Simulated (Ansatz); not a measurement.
Relaxation of H3O2PSiZn (8 atoms, charge 0, multiplicity 1), to a largest force component of 0.015 eV/Å in at most 40 steps.

Method: Ansatz, RKS PBE0-D4/def2-SVP.

```xyz
8
Properties=species:S:1:pos:R:3:forces:R:3
O -0.901 0.167 1.576 1.61 2.69 0.14
Si -0.098 -0.467 0.238 -0.02 -0.43 -2.08
Zn 1.815 0.592 1.299 1.84 3.15 2.82
O -1.129 -1.201 -0.829 -1.04 -1.38 0.44
P -0.934 0.291 -1.671 0.93 0.28 -0.49
H -0.673 1.178 1.578 -0.96 -2.73 0.24
H 1.823 -0.406 0.220 -2.11 -2.15 -1.15
H 0.190 -0.211 -2.467 -0.26 0.57 0.08
```

Problem. Where does it end, and by what steps?

Solution. It converged. After 21 steps the energy has fallen by 3.511 eV; Zn3 moved furthest, 1.44 Å. Parted: Si2–Zn3, Zn3–H7. Joined: Si2–H7.

| step | energy less start (eV) | largest force component (eV/Å) | accepted |
| --- | --- | --- | --- |
| 0 | 0.0000 | 3.153 | yes |
| 1 | -1.4123 | 2.330 | yes |
| 2 | -2.2910 | 1.368 | yes |
| 3 | -2.8666 | 0.813 | yes |
| 4 | -3.1706 | 0.502 | yes |
| 5 | -3.3081 | 0.348 | yes |
| 6 | -3.3682 | 0.192 | yes |
| 7 | -3.4135 | 0.368 | yes |
| 8 | -3.4457 | 0.825 | yes |
| 9 | -3.4671 | 0.656 | yes |
| 10 | -3.4902 | 0.115 | yes |
| 11 | -3.4962 | 0.219 | yes |
| 12 | -3.4980 | 0.244 | yes |
| 13 | -3.4803 | 1.284 | no |
| 14 | -3.5047 | 0.032 | yes |
| 15 | -3.5079 | 0.061 | yes |
| 16 | -3.5088 | 0.088 | yes |
| 17 | -3.5098 | 0.064 | yes |
| 18 | -3.5110 | 0.024 | yes |
| 19 | -3.5112 | 0.032 | yes |
| 20 | -3.5113 | 0.018 | yes |
| 21 | -3.5114 | 0.005 | yes |

```xyz
8
Properties=species:S:1:pos:R:3
O -0.658 -0.011 1.731
Si -0.126 -0.476 0.245
Zn 2.532 1.630 0.610
O -1.267 -0.857 -0.917
P -0.495 0.587 -1.614
H -1.400 0.601 1.768
H 0.949 -1.461 0.470
H 0.558 -0.070 -2.348
```

Time of the run: 96 s on 2 threads of Arm Neoverse V1 (shared host), peak memory 0.27 GiB.
